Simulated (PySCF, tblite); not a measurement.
Isomers of C3H9NO2Si3, one GFN2-xTB conformer each. Single-point energies are computed at PBE0/pcSseg-1 (PySCF, gas phase, no added dispersion term), electronic only.

| SMILES | GFN2-xTB relative energy (kJ/mol) |
| --- | --- |
| NC(=O)[C@H]1[SiH2][SiH2][SiH2]C1=O | 115.4 |
| N#CC([SiH3])([SiH3])[SiH2]OC=O | 0.0 |

Conformers: `[NH2:1][C:2](=[O:3])[C@H:4]1[SiH2:5][SiH2:6][SiH2:7][C:8]1=[O:9]` with H–N1–C2–O3 -2° and -178°, N1–C2–C4–Si5 107°, C2–C4–Si5–Si6 68°, C4–Si5–Si6–Si7 17°, Si5–Si6–Si7–C8 7°, Si6–Si7–C8–O9 130°; `[N:1]#[C:2][C:3]([SiH3:4])([SiH3:5])[SiH2:6][O:7][CH:8]=[O:9]` with C2–C3–Si6–O7 -52°, C3–Si6–O7–C8 -63°, Si6–O7–C8–O9 2°.

Question: What does PBE0/pcSseg-1 give for the same structures?

Answer: 
```
                            SMILES  PBE0/pcSseg-1 E (Eh)  PBE0/pcSseg-1 (kJ/mol)  GFN2-xTB (kJ/mol)  point group
    N#CC([SiH3])([SiH3])[SiH2]OC=O           -1192.63775                     0.0                0.0           C1
NC(=O)[C@H]1[SiH2][SiH2][SiH2]C1=O           -1192.63181                    15.6              115.4           C1
```

Both levels put the same isomer lowest. As drawn, the lower has a C≡N group, a C(=O)–O unit and an Si–O bond, which the higher lacks; the higher has an N–H bond, a C(=O)–N unit and an Si–Si bond, which the lower lacks.

Question: Which frontier levels, dipoles and rotational constants go with these structures?

Answer: 
```tsv
SMILES	HOMO (eV, PBE0/pcSseg-1)	LUMO (eV)	dipole (D)	A, B, C (MHz)
N#CC([SiH3])([SiH3])[SiH2]OC=O	-8.65	-0.70	3.44	1372, 760.1, 706.9
NC(=O)[C@H]1[SiH2][SiH2][SiH2]C1=O	-6.73	-1.38	4.65	1183, 982.8, 860.2
```

Question: What happens when harmonic zero-point energies from GFN2-xTB frequencies are added?

Answer: 
```json
{"SMILES": "N#CC([SiH3])([SiH3])[SiH2]OC=O", "ZPE (kJ/mol)": "272.9", "electronic (kJ/mol)": "0.0", "with ZPE (kJ/mol)": "0.0"}
{"SMILES": "NC(=O)[C@H]1[SiH2][SiH2][SiH2]C1=O", "ZPE (kJ/mol)": "289.4", "electronic (kJ/mol)": "15.6", "with ZPE (kJ/mol)": "32.0"}
```

The zero-point energies span 16.5 kJ/mol. The order is unchanged.

Question: As an exercise, what shares would exp(−E/RT) give at 500 K from these electronic energies alone (no entropy, no degeneracies)?

Answer: RT = 4.157 kJ/mol: N#CC([SiH3])([SiH3])[SiH2]OC=O 97.7 %, NC(=O)[C@H]1[SiH2][SiH2][SiH2]C1=O 2.3 %.
